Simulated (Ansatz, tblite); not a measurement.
Isomers of Be5 (singlet), found by a short tight-binding search and relaxed with PBE/def2-TZVP in Ansatz.

The xTB rows come from tblite. HSE06 is defined as in plane-wave codes, on full-range PBE exchange. Correlated methods freeze no core orbitals.

Run but left out: HF/def2-TZVPP (A: restricted singlet, unstable towards broken spin symmetry); r2SCAN/def2-TZVP, PBE0/def2-TZVP (B: restricted singlet, unstable towards broken spin symmetry).

A: The restricted singlet is unstable towards broken spin symmetry in Hartree–Fock (as tested in another run); at LDA (SPW92)/def2-TZVP, PBE/def2-TZVP, HSE06/def2-TZVP this wasn't settled. At CCSD(T)/def2-TZVPP T1 of the charge 0 singlet is large (up to 0.025), so the single-reference result is doubtful. At CCSD(T)/def2-TZVPP the restricted singlet (for correlated methods, its reference) is unstable: a solution with broken spin symmetry lies lower. B: At CCSD(T)/def2-TZVPP T1 of the charge 0 singlet is large (up to 0.022), so the single-reference result is doubtful. At CCSD(T)/def2-TZVPP the restricted singlet (for correlated methods, its reference) is unstable: a solution with broken spin symmetry lies lower.

Other spin states were run for one of them alone.

A:

Cartesian coordinates in Å:
```
Be -1.391 -0.342 1.142
Be -1.419 1.041 -0.510
Be 1.736 -0.433 -0.391
Be 0.515 0.986 -1.456
Be 0.559 -1.253 1.215
```

B:

```xyz
5

Be   -1.041    0.495   -0.130
Be    0.949    0.661    0.099
Be   -0.199    0.031    1.704
Be    0.199   -0.030   -1.704
Be    0.092   -1.157    0.032
```

Question: Estimate which lies lowest at each level, and how far above it the others are (eV).

Answer: 
```tsv
level	A	B
GFN1-xTB	0.00	0.28
GFN2-xTB	0.00	2.57
LDA (SPW92)/def2-TZVP	2.68	0.00
PBE/def2-TZVP	2.26	0.00
HSE06/def2-TZVP	1.88	0.00
MP2/def2-TZVPP	2.53	0.00
CCSD/def2-TZVPP	1.04	0.00
CCSD(T)/def2-TZVPP	1.67	0.00
```
Point groups (tolerance 0.1 Å): A D5h, B D3h. Lower isomers may exist.
